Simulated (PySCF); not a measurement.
BFH₄O₃Si. Atoms are numbered in the order given.

```xyz
10

Si    -1.4022    -0.5015     0.0636
F     -2.0269     0.2628    -1.2170
O     -0.0421     0.2810     0.5482
B      1.3195     0.2175     0.2938
O      2.1142     1.2304     0.7132
O      1.9074    -0.8219    -0.3525
H     -1.0670    -1.8858    -0.3760
H     -2.3949    -0.4595     1.1592
H      1.6006     1.9201     1.1433
H      1.3014    -1.5228    -0.6045
```

Geometry optimised at PBE0-D3(BJ)/def2-SVP. The structure was generated by enumeration, and PubChem lists no compound with its InChIKey, so it may never have been made. Other conformers were not sampled.

The numbers are results of PBE/def2-TZVP in PySCF, not measurements.

ESP charges are fitted to the potential on shells at 1.4 to 2.0 van der Waals radii. Atomic charges (e):

| atom | IAO | ESP fit | Mulliken |
|---|---|---|---|
| Si1 | 1.24 | 0.57 | 0.48 |
| F2 | -0.52 | -0.23 | -0.28 |
| O3 | -0.66 | -0.49 | -0.28 |
| B4 | 0.59 | 0.72 | 0.28 |
| O5 | -0.54 | -0.60 | -0.36 |
| O6 | -0.54 | -0.60 | -0.37 |
| H7 | -0.17 | -0.10 | -0.06 |
| H8 | -0.14 | -0.06 | -0.03 |
| H9 | 0.38 | 0.40 | 0.32 |
| H10 | 0.37 | 0.39 | 0.30 |

### Question
Give the Mayer and Wiberg (Löwdin basis) orders of the bonds. (An estimate is asked for; the answer gives what the named calculation found.)

### Answer

```tsv
bond	Mayer	Wiberg
Si1–F2	1.16	1.76
Si1–O3	1.22	1.53
O3–B4	1.12	1.74
B4–O5	1.39	2.02
B4–O6	1.36	2.00
Si1–H7	0.91	0.92
Si1–H8	0.93	0.94
O5–H9	0.87	0.94
O6–H10	0.88	0.95
```
